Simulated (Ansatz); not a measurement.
Mulliken charges of CH$_{3}$BrFSi, SMILES `C[Si](F)Br` radical from PBE/def2-TZVPP in Ansatz (PBE0-D4/def2-TZVP geometry).

```
atom   x (Å)   y (Å)   z (Å)  charge (e)
  C1   0.047   0.835  -0.194      -0.351
 Si2   0.404  -0.993  -0.216       0.439
  F3   1.191  -1.361   1.128      -0.255
 Br4  -1.502  -2.142  -0.212      -0.192
  H5  -0.529   1.118  -1.076       0.120
  H6  -0.531   1.076   0.703       0.120
  H7   0.981   1.400  -0.179       0.120
```

Problem. By hand: the dipole of these point charges (1 e Å = 4.8032 D).

Solution. Σ q r = (0.136, 0.461, -0.340) e Å, of length 0.589 e Å = 2.83 D.

Problem. How does the dipole of the full density compare? (An estimate is asked.)

Solution. The calculation gave: (0.029, 0.396, -0.150) e Å, 2.04 D; the point charges give 1.39 times that, at 18° from its direction.

Point charges leave out the atoms' own dipoles, such as those of lone pairs, and Mulliken's split depends on the basis, so the two needn't agree.
